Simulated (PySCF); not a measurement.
H2Si2 (SMILES [Si]=[SiH2]), singlet, at a GFN2-xTB geometry. Base run: SVWN5/STO-3G (PySCF).

Geometry (Å):
```xyz
4

Si    -0.9241     0.2350     0.0785
Si     1.1853    -0.2553    -0.1290
H     -2.0811     1.1135    -0.1818
H     -1.5763    -0.8304     0.8897
```
Charge 0, spin multiplicity 1.
All else is at PySCF's defaults.
Base energy -570.91943 Eh.

Variants of this job, named by their change:

```json
[
 {"change": "base", "ΔE vs base (mEh)": "0.000", "grid points": "57976", "electrons on the grid": "30.00000"},
 {"change": "grids.prune = dft.gen_grid.sg1_prune", "ΔE vs base (mEh)": "0.022", "grid points": "21360", "electrons on the grid": "30.00000"},
 {"change": "grids.level = 0", "ΔE vs base (mEh)": "-66.207", "grid points": "4488", "electrons on the grid": "30.00462"},
 {"change": "grids.level = 7", "ΔE vs base (mEh)": "0.004", "grid points": "274208", "electrons on the grid": "30.00000"},
 {"change": "grids.atom_grid = (30, 110)", "ΔE vs base (mEh)": "1.190", "grid points": "9864", "electrons on the grid": "29.99998"},
 {"change": "grids.prune = dft.gen_grid.treutler_prune", "ΔE vs base (mEh)": "0.000", "grid points": "53296", "electrons on the grid": "30.00000"},
 {"change": "grids.atom_grid = (150, 974)", "ΔE vs base (mEh)": "0.004", "grid points": "316560", "electrons on the grid": "30.00000"},
 {"change": "grids.atom_grid = (50, 194)", "ΔE vs base (mEh)": "0.015", "grid points": "26176", "electrons on the grid": "30.00000"},
 {"change": "grids.becke_scheme = stratmann", "ΔE vs base (mEh)": "0.004", "grid points": "57976", "electrons on the grid": "30.00000"},
 {"change": "grids.level = 4", "ΔE vs base (mEh)": "0.005", "grid points": "89256", "electrons on the grid": "30.00000"},
 {"change": "grids.radi_method = mura_knowles", "ΔE vs base (mEh)": "0.000", "grid points": "53920", "electrons on the grid": "30.00000"}
]
```
